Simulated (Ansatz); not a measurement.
Input (CCSDT(Q)/aug-cc-pVTZ; Ansatz, an electronic-structure program):

Ansatz 0.2 input:
```yaml
crystal:
  periodic: [false, false, false]
  atoms:
    - {symbol: B, position_ang: [-0.00000000, -0.00000000, -0.00000000]}
    - {symbol: H, position_ang: [-0.78294691, -0.83263902, -0.47144604]}
    - {symbol: H, position_ang: [0.17161806, -0.23031944, 1.20252034]}
    - {symbol: H, position_ang: [-0.47175219, 1.13430514, -0.13912829]}
    - {symbol: H, position_ang: [1.08308104, -0.07134667, -0.59194601]}
basis:
  gaussian:
    orbitals: aug-cc-pVTZ
total_charge: -1
magnetization: {spin_polarized: false}
correlation: {method: ccsdt_q, electrons: outside_noble_gas}
```

Output:

```
Functional definition: HF
integrals: 0.44 GiB planned
1569 factors; integrals over basis functions are off by at most 1.3e-7 eV
mean field: 0.38 GiB planned
mean field evaluation 1: about -733.8268 eV, gradient 1.1e1 eV
mean field evaluation 2: about -733.8271 eV, gradient 1.1e1 eV
mean field evaluation 4: about -734.3612 eV, gradient 3.2e-1 eV
mean field evaluation 8: about -734.3621 eV, gradient 1.5e-4 eV
mean field evaluation 16: about -734.3621 eV, gradient 1.2e-6 eV
mean field -734.36205405 eV, -26.9873077180 hartree, gradient 1.2e-6 eV, S^2 0.000000; 0 other end points of the search recorded, 0 dependent functions left out
1 core orbitals not correlated
reference -734.36205405 eV, -26.9873077180 hartree; 4, 4 occupied and 133, 133 virtual orbitals, 1569 factors
second order -4.60123922 eV of doubles, -0.00000000 eV of singles
coupled cluster: 2.66 GiB planned
cycle   1  -5.07007098 eV  change   -4.7e-1 eV  update   6.1e-2
cycle   2  -5.36903341 eV  change   -3.0e-1 eV  update   2.4e-2
cycle   3  -5.43727895 eV  change   -6.8e-2 eV  update   9.9e-3
cycle   4  -5.42937286 eV  change    7.9e-3 eV  update   2.9e-3
cycle   5  -5.42858607 eV  change    7.9e-4 eV  update   1.5e-3
cycle   6  -5.42958405 eV  change   -1.0e-3 eV  update   3.7e-4
cycle   7  -5.42946251 eV  change    1.2e-4 eV  update   1.7e-4
cycle   8  -5.42928483 eV  change    1.8e-4 eV  update   5.7e-5
cycle   9  -5.42930921 eV  change   -2.4e-5 eV  update   2.0e-5
cycle  10  -5.42933526 eV  change   -2.6e-5 eV  update   6.6e-6
cycle  11  -5.42932604 eV  change    9.2e-6 eV  update   2.6e-6
cycle  12  -5.42932599 eV  change    5.0e-8 eV  update   8.7e-7
perturbative correction -0.00410096 eV, -0.0001507074 hartree
Total energy: -739.79548100 eV, -27.1869824755 hartree
```
